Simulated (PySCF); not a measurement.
BrF2Ga. Atoms are numbered in the order given.

```xyz
4

Ga     0.0000     0.0000    -0.7376
F      0.0000    -1.4720    -1.6531
F      0.0000     1.4720    -1.6531
Br     0.0000     0.0000     1.5035
```

Geometry: PBE0-D3(BJ)/def2-SVP. The structure was generated by enumeration; whether it is a known compound was not checked.

The numbers are results of PySCF with PBE0/def2-TZVPD, not measurements.

Symmetry labels are those of the subgroup C2v that the program uses (full group C2v).

Computed valence orbital energies around the gap with their symmetry:
| orbital | symmetry | energy (eV) |
|---|---|---|
| HOMO−7 | B2 | -12.78 |
| HOMO−6 | A1 | -12.34 |
| HOMO−5 | B1 | -12.17 |
| HOMO−4 | A2 | -11.70 |
| HOMO−3 | B2 | -11.55 |
| HOMO−2 | A1 | -10.97 |
| HOMO−1 | B1 | -9.62 |
| HOMO | B2 | -9.45 |
| LUMO | A1 | -2.37 |
| LUMO+1 | B1 | -1.25 |
| LUMO+2 | A1 | 0.50 |
| LUMO+3 | A1 | 0.82 |
